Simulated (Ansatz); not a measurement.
Ansatz (a first-principles code) input (CCSD(T)/def2-SVPD):

Ansatz 0.2 input:
```yaml
crystal:
  periodic: [false, false, false]
  atoms:
    - {symbol: In, position_ang: [0.03171659, 0.00673677, 0.01266736]}
    - {symbol: H, position_ang: [-0.49704265, -1.67086301, -0.21062757]}
    - {symbol: H, position_ang: [-1.05707047, 1.34076124, -0.41007300]}
basis:
  gaussian:
    orbitals: def2-SVPD
magnetization: {spin_polarized: true, initial_magnetization: 1}
correlation: {method: ccsd_t, electrons: outside_noble_gas}
output: {forces: true}
```

Output:

```
Functional definition: HF
integrals: 0.03 GiB planned
584 factors; integrals over basis functions are off by at most 2.4e-4 eV
mean field: 0.11 GiB planned
mean field evaluation 1: about -5178.2312 eV, gradient 5.8e0 eV
mean field evaluation 2: about -5178.2382 eV, gradient 5.8e0 eV
mean field evaluation 4: about -5178.8210 eV, gradient 8.8e-1 eV
mean field evaluation 8: about -5178.8410 eV, gradient 9.0e-2 eV
mean field evaluation 16: about -5178.7156 eV, gradient 2.2e0 eV
mean field evaluation 32: about -5176.9263 eV, gradient 4.0e-2 eV
mean field -5178.84138695 eV, -190.3189106255 hartree, gradient 1.8e-6 eV, S^2 0.758650; 1 other end points of the search recorded, 0 dependent functions left out
determinant -5178.84138695 eV, -190.3189106255 hartree, with singles and doubles -5180.83956542 eV, -190.3923423299 hartree
determinant -5176.92641141 eV, -190.2485365724 hartree, with singles and doubles -5179.12930725 eV, -190.3294915015 hartree
9 core orbitals not correlated
reference -5178.84138695 eV, -190.3189106255 hartree; 3, 2 occupied and 36, 37 virtual orbitals, 584 factors
densities: 0.13 GiB planned
second order -1.47153443 eV of doubles, -0.00000000 eV of singles
coupled cluster: 0.11 GiB planned
cycle   1  -1.97709684 eV  change   -8.3e-2 eV  update   1.7e-2
cycle   2  -1.98233698 eV  change   -5.2e-3 eV  update   6.4e-3
cycle   3  -1.98590176 eV  change   -3.6e-3 eV  update   2.1e-3
cycle   4  -1.98675946 eV  change   -8.6e-4 eV  update   6.5e-4
cycle   5  -1.98698193 eV  change   -2.2e-4 eV  update   2.7e-4
cycle   6  -1.98705776 eV  change   -7.6e-5 eV  update   1.1e-4
cycle   7  -1.98707671 eV  change   -1.9e-5 eV  update   3.6e-5
cycle   8  -1.98707631 eV  change    4.0e-7 eV  update   1.3e-5
cycle   9  -1.98707500 eV  change    1.3e-6 eV  update   4.1e-6
cycle  10  -1.98707541 eV  change   -4.1e-7 eV  update   1.5e-6
cycle  11  -1.98707552 eV  change   -1.0e-7 eV  update   5.8e-7
perturbative correction -0.03226569 eV, -0.0011857421 hartree
the calculation of the forces begins
Total energy: -5180.86072815 eV, -190.3931200460 hartree
Atom 0 at     0.031717     0.006737     0.012667 Å, force     0.149610     0.031778     0.059753 eV/Å
Atom 1 at    -0.497043    -1.670863    -0.210628 Å, force    -0.051502    -0.141202    -0.021578 eV/Å
Atom 2 at    -1.057070     1.340761    -0.410073 Å, force    -0.098108     0.109424    -0.038175 eV/Å
Dipole moment:     0.107248     0.022780     0.042834 e Å
```
